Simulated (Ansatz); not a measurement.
BClH$_{6}$Si$_{2}$ (`B[SiH2][SiH2]Cl`). The species carries charge 0 and has multiplicity 1.

```
atom   x (Å)   y (Å)   z (Å)
  B1   0.561   1.324  -0.635
 Si2  -0.852   0.589   0.623
 Si3  -0.011  -1.528   0.161
 Cl4   1.721  -0.636  -0.729
  H5   1.434   2.027  -0.221
  H6   0.270   1.401  -1.792
  H7  -2.283   0.729   0.243
  H8  -0.710   0.881   2.076
  H9   0.506  -2.458   1.197
 H10  -0.636  -2.327  -0.923
```

Question: List the harmonic frequencies (cm⁻¹, unscaled) at PBE0-D4/def2-TZVP in Ansatz. (An estimate is asked.)

Answer: The calculation gave: 36, 119, 249, 360, 395, 446, 459, 587, 603, 649, 672, 697, 745, 779, 930, 939, 953, 1132, 2211, 2219, 2224, 2240, 2577, 2668.

Question: Is this a minimum?

Answer: Yes, all 24 modes are real.

Question: Give the ideal-gas thermochemistry at 298.15 K and 1 bar (rigid rotor, harmonic oscillator; point group C1, symmetry number 1).

Answer: Zero-point energy 148.9 kJ/mol; H(298) − E = 170.0 kJ/mol; entropy 350.8 J/(mol·K), of which translation 167.3, rotation 113.0, vibration 70.4; G(298) − E = 65.4 kJ/mol. Modes under 100 cm⁻¹ are hindered rotations or soft bends, so the harmonic entropy is rough.

Question: Rotational constants (cm⁻¹)?

Answer: 0.1515, 0.09346, 0.06182.
